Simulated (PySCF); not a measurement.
Input file for PySCF: R-M06-2X/6-31G* on C2H6FGa (SMILES [CH3][Ga]([CH3])[F]), a point of a torsion scan.

```python
from pyscf import gto, scf, dft, mp
from pyscf.data.elements import chemcore

mol = gto.M(
    atom='''
    C    -1.81230206   -0.52032654   -0.11400575
    Ga   -0.04789735    0.33282382    0.46120666
    C     1.36278918    0.22818029    1.93524521
    F     0.40792610    1.58135559   -0.71140839
    H    -1.68012470   -0.96726205   -1.10106966
    H    -2.56918805    0.26199842   -0.19445349
    H    -2.15234795   -1.28265870    0.58557330
    H     1.50572146   -0.79270275    2.28874474
    H     1.07122979    0.85303818    2.78085132
    H     2.29935351    0.61028080    1.52521836
    ''',
    basis='6-31g*',
    cart=True,
    charge=0, spin=0, verbose=3, max_memory=1800)
mf = dft.RKS(mol, xc='m062x')
mf.conv_tol = 1e-8
mf.max_cycle = 100
mf.kernel()
if not mf.converged:
    mf = mf.newton().run(mf.mo_coeff, mf.mo_occ)
```

Question: Give the final energy of this run.

Answer: -2104.2041 hartree.
